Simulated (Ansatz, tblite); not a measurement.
Forces on the cluster NiO₂⁻ at its PBE0-D4/def2-TZVPD geometry. The state is a doublet with charge -1.

The xTB rows come from tblite. The structure holds one bond between oxygen atoms, so isomers without such links may lie far lower. At PBE-D4/def2-TZVPD the charge -1 doublet is spin-contaminated (final ⟨S²⟩ up to 1.55, 0.75 for a pure state). At PBE-D4/def2-TZVPD the highest occupied level of the charge -1 doublet lies above zero (up to 1.49 eV). The electron is either unbound and held by the finite basis, or the level is raised by self-interaction error. Another isomer (quartet) lies 2.33 eV lower at PBE0-D4/def2-TZVPD; other spin states weren't run for this one.

GFN1-xTB (tblite), largest force 0.82 eV/Å:

```xyz
3
positions Å, forces eV/Å
Ni    0.536    0.765   -0.668   -0.381   -0.545    0.476
O     0.332   -0.450    0.738    0.717    0.214    0.117
O    -0.867   -0.316   -0.070   -0.336    0.331   -0.592
```

GFN2-xTB (tblite), largest force 0.16 eV/Å:

```
Ni 0.074 0.106 -0.093
O 0.010 -0.059 0.079
O -0.085 -0.048 0.014
```

PBE-D4/def2-TZVPD (Ansatz), largest force 0.45 eV/Å:

```
Ni 0.144 0.206 -0.180
O -0.418 -0.065 -0.143
O 0.274 -0.142 0.323
```
